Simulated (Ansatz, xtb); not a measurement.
Ranking isomers of C5H6FNSi

6 gas-phase structures of C5H6FNSi, from a drawn sample of its isomers (lower ones may exist). Each was relaxed with GFN2-xTB; where two conformers were screened, the lower at r2SCAN-D4/def2-SVP is listed:

A. `N#C[C@@H]1C=C(F)C[SiH2]1`, a singlet
B. `N#CC1=CC[SiH2][C@@H]1F`, a singlet
C. `N#CCCC#C[SiH2]F`, a singlet
D. `C=C/C(=C/C#N)[SiH2]F`, a singlet
E. `C=C(/C=C/C#N)[SiH2]F`, a singlet
F. `CC#C[C@H](C#N)[SiH2]F`, a singlet

Make a reasoned guess at their ranking by r2SCAN-D4/def2-SVP single-point energy.

Calculated order at r2SCAN-D4/def2-SVP: E (0.000), D (0.037), C (0.478), F (0.806), A (0.829), B (1.102) eV. Less than 1 kcal/mol parts E and D; F and A, so the order within those pairs means little.

Energies above the lowest of each column, in eV; the last columns are at B3LYP-D3(BJ)/def2-SVP geometries and were run for some of them only (a dash: not run or not comparable):

```json
{"structure": "E", "GFN2-xTB": "0.008", "HF/STO-3G": "1.703", "r2SCAN-D4/def2-SVP": "0.000", "B3LYP-D3(BJ)/def2-SVP": "0.000", "CCSD(T)/def2-SVP + ΔMP2/def2-TZVPP": "0.000"}
{"structure": "D", "GFN2-xTB": "0.000", "HF/STO-3G": "1.736", "r2SCAN-D4/def2-SVP": "0.037", "B3LYP-D3(BJ)/def2-SVP": "0.046", "CCSD(T)/def2-SVP + ΔMP2/def2-TZVPP": "0.075"}
{"structure": "C", "GFN2-xTB": "0.053", "HF/STO-3G": "1.250", "r2SCAN-D4/def2-SVP": "0.478", "B3LYP-D3(BJ)/def2-SVP": "0.518", "CCSD(T)/def2-SVP + ΔMP2/def2-TZVPP": "0.276"}
{"structure": "F", "GFN2-xTB": "0.094", "HF/STO-3G": "1.536", "r2SCAN-D4/def2-SVP": "0.806", "B3LYP-D3(BJ)/def2-SVP": "0.783", "CCSD(T)/def2-SVP + ΔMP2/def2-TZVPP": "–"}
{"structure": "A", "GFN2-xTB": "0.838", "HF/STO-3G": "0.000", "r2SCAN-D4/def2-SVP": "0.829", "B3LYP-D3(BJ)/def2-SVP": "1.004", "CCSD(T)/def2-SVP + ΔMP2/def2-TZVPP": "–"}
{"structure": "B", "GFN2-xTB": "1.082", "HF/STO-3G": "0.305", "r2SCAN-D4/def2-SVP": "1.102", "B3LYP-D3(BJ)/def2-SVP": "–", "CCSD(T)/def2-SVP + ΔMP2/def2-TZVPP": "–"}
```

CCSD(T)/def2-SVP + ΔMP2/def2-TZVPP puts E lowest of those it was run on; HF/STO-3G picks A. Flexible structures stand in one conformer each, not always the lowest. Frequencies (GFN2-xTB) were run for C, D, E alone. ΔMP2 is the change of the MP2 energy from the smaller to the larger basis.

Over these structures GFN2-xTB departs from r2SCAN-D4/def2-SVP by 0.248 eV on average once a common shift is removed. A GFN2-xTB relaxation took about 0.087 s and the r2SCAN-D4/def2-SVP energy about 2.2 s on a shared host (Ansatz 0.2.0, xtb 6.7.1).
